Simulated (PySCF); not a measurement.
CH₇ClN₂Si₂, SMILES N[Si@]1(Cl)NC[SiH2]1.

The structure is a stationary point at B3LYP-D3(BJ)/def2-SVP. The structure was generated by enumeration; whether it is a known compound was not checked. The values are those of a single conformer.

Two levels are set side by side: PBE/def2-TZVP (PySCF) and ωB97X/def2-TZVP (PySCF). Same geometry, gas phase. Differences are taken from unrounded values.

| quantity | ωB97X | PBE | PBE minus ωB97X |
|---|---|---|---|
| orbital gap (eV) | 11.44 | 5.08 | -6.36 |
| highest occupied level (eV) | -9.36 | -5.79 | 3.57 |
| lowest empty level (eV) | 2.08 | -0.71 | -2.79 |
| dipole moment (D) | 2.33 | 2.31 | -0.02 |
| mean polarisability (bohr³) | 88.7 | 94.8 | 6.0 |

PBE's occupied levels lie high since its potential decays too fast outside the molecule; exact exchange lowers them and widens the gap. Loosely held outer electrons make PBE densities more polarisable. Differences between two approximate levels are no errors against the true value.

Rough cost on one machine, each run with all the roots and properties that it gave: ωB97X against PBE within a factor of 2.
